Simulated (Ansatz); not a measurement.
`FC[SiH2][SnH2][F]` + `CO[SiH3]` → `FC[SiH2]O[SiH3]` + `[CH3][SnH2][F]`  (redistribution)

Program: Ansatz. Geometries: PBE0-D4/def2-TZVP. ΔE: electronic, gas phase. CCSD(T)/CBS is the MP2 limit (def2-TZVPP, def2-QZVPP) plus CCSD(T) − MP2 in def2-TZVPP, frozen cores. DFT in def2-TZVPP. def2 core potentials past Kr. For Sn outer-core shells are correlated without core-valence functions, which leaves a few kJ/mol of doubt a bond. One conformer a species, not always the lowest.

```
          level  ΔE (kcal/mol)
        ωB97X-V          -40.6
CCSD/def2-TZVPP          -43.2
```

What does CCSD(T)/CBS give? (An estimate is asked.)

Computed: -43.0 kcal/mol. The listed levels differ from it by 2.4, -0.2 kcal/mol.

Largest T1 diagnostic among the species: 0.013.

From PBE to PBE0 (25 % exact exchange), in def2-TZVPP and without D4, ΔE moves by −2.3 kcal/mol.
